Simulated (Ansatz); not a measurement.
Mulliken charges of CH₃BrFGa (`[CH3][Ga]([F])[Br]`) from B3LYP/def2-TZVPP in Ansatz (PBE0-D4/def2-TZVP geometry).

```tsv
atom	x (Å)	y (Å)	z (Å)	charge (e)
C1	0.017	0.998	-0.022	-0.374
Ga2	0.039	-0.940	0.083	0.660
F3	1.197	-1.772	1.099	-0.379
Br4	-1.329	-2.383	-1.026	-0.255
H5	-0.947	1.349	-0.387	0.121
H6	0.223	1.422	0.962	0.118
H7	0.799	1.326	-0.710	0.109
```

**Question.** By hand: the dipole of these point charges (1 e Å = 4.8032 D).

**Answer.** Σ q r = (-0.097, 0.761, -0.103) e Å, of length 0.774 e Å = 3.72 D.

**Question.** How does the dipole of the full density compare? (An estimate is asked.)

**Answer.** Ansatz gave: (-0.091, 0.613, -0.104) e Å, 3.02 D; the point charges give 1.23 times that, at 2° from its direction.

Point charges leave out the atoms' own dipoles, such as those of lone pairs, and Mulliken's split depends on the basis, so the two needn't agree.

B3LYP here is the variant with VWN-RPA as its local correlation; programs differ in this.
